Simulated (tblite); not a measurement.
Compound: C5H14SSi2.
Atom-mapped SMILES: `[SiH3:1][C@@H:2]1[CH2:3][S:4][CH2:5][CH2:6][CH2:7][SiH2:8]1` (hydrogens: H9, H10, H11 on Si1; H12 on C2; H13, H14 on C3; H15, H16 on C5; H17, H18 on C6; H19, H20 on C7; H21, H22 on Si8)

Computed geometry: GFN2-xTB, gas phase.

Question: List the bond lengths, angles and torsions at this level.

Answer: 
| bond | length (pm) |
| --- | --- |
| Si1–C2 | 190.5 |
| C2–C3 | 151.8 |
| C3–S4 | 183.0 |
| S4–C5 | 182.4 |
| C5–C6 | 152.0 |
| C6–C7 | 152.6 |
| C7–Si8 | 190.6 |
| C2–Si8 | 191.2 |
| Si1–H9, Si1–H10, Si1–H11 | 146.4 |
| C2–H12 | 109.4 |
| C3–H13 | 109.0 |
| C3–H14 | 109.1 |
| C5–H15 | 109.1 |
| C5–H16 | 109.1 |
| C6–H17 | 109.6 |
| C6–H18 | 109.2 |
| C7–H19 | 109.2 |
| C7–H20 | 109.0 |
| Si8–H21 | 147.1 |
| Si8–H22 | 146.6 |

Bonds in one row agree within 1 pm and their mean is given. A selection of angles:
| angle | degrees |
| --- | --- |
| Si1–C2–C3 | 110.1 |
| Si1–C2–Si8 | 114.8 |
| C3–C2–Si8 | 110.7 |
| C2–C3–S4 | 112.8 |
| C3–S4–C5 | 101.8 |
| S4–C5–C6 | 114.3 |
| C5–C6–C7 | 113.5 |
| C6–C7–Si8 | 114.5 |
| C2–Si8–C7 | 111.4 |

Dihedral angles: Si1–C2–C3–S4 -166° (antiperiplanar); C2–C3–S4–C5 100° (anticlinal); C3–S4–C5–C6 -89° (synclinal); S4–C5–C6–C7 64° (synclinal); C5–C6–C7–Si8 -70° (synclinal); C6–C7–Si8–C2 88° (synclinal); Si1–C2–Si8–C7 84° (synclinal).

Si8 (SiH2 silicon) is tetrahedral (angles from 107.4° to 111.9°). The 7-membered ring C2–C3–S4–C5–C6–C7–Si8 has internal angles of 101.8° to 114.5° (sum 779°, against 900° for a flat polygon); it is puckered, 0.43 Å rms from its mean plane, widest ring torsion 100°. Si1 (SiH3 silicon) is tetrahedral (angles from 108.2° to 110.2°). Of the pairs four or more bonds apart, H13···H15 is among the closest relative to their van der Waals radii: 2.19 Å, 91 % of the sum of Bondi's values.

Point group: C1 (no symmetry element, even within 0.4 Å). Its GFN2-xTB frequencies are all real (lowest 54 cm⁻¹). One conformer, not necessarily the lowest. 3 starts were optimised and ended at 0.00, 0.01 and 2.84 kcal/mol (GFN2-xTB); the lowest of these is shown.

The run took 2.0 s of wall time on one thread, Arm Neoverse V1 (aarch64), shared host. This is the geometry optimisation.
